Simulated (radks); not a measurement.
Values are calculated unless marked as measured or tabulated.
Excited configurations of Dy III: one electron is placed in a higher orbital outside [Xe] 4f9. The ground configuration is [Xe] 4f10. Level of theory: scalar-relativistic Kohn-Sham, SCAN, spin-polarised, spherical densities, finite nucleus; open shells are filled with parallel spins first (spin-orbit coupling, left out, can overturn this in heavy ions); meta-GGA in the generalised Kohn-Sham scheme; Fermi nuclear charge, rms radius 5.2218 fm (a radial shooting solver on a logarithmic mesh with Libxc functionals). Excitation = E - E(ground); binding = E(ion) - E, where the ion is the core of charge +3; n* = 3/sqrt(2 binding) in atomic units, and the quantum defect is n - n*.

outer orbital  excitation (eV)  binding (eV)     n*  eigenvalue (eV)  <r> (bohr)
5d                       2.604        20.152  2.465          -15.593       2.281
5f                      15.000         7.756  3.973           -6.201       5.758
6p                       7.636        15.120  2.846          -12.930       3.915
6d                      13.198         9.558  3.579           -7.997       5.631
6f                      17.627         5.129  4.886           -4.273       10.01
7p                      14.477         8.279  3.846           -7.151       7.290
7d                      16.919         5.837  4.580           -4.990       9.753
7f                      19.157         3.599  5.833           -3.063       15.26

The Delta-SCF ionisation energy is 22.756 eV (NIST Atomic Spectra Database: 22.89 eV, semi-empirical). Self-interaction in the functional shifts the binding energies and quantum defects, so they are the method's values and not measured ones. Open shells are spherical and high-spin; term and fine-structure splittings are not resolved. Spin-orbit splitting is averaged out at the scalar-relativistic level.
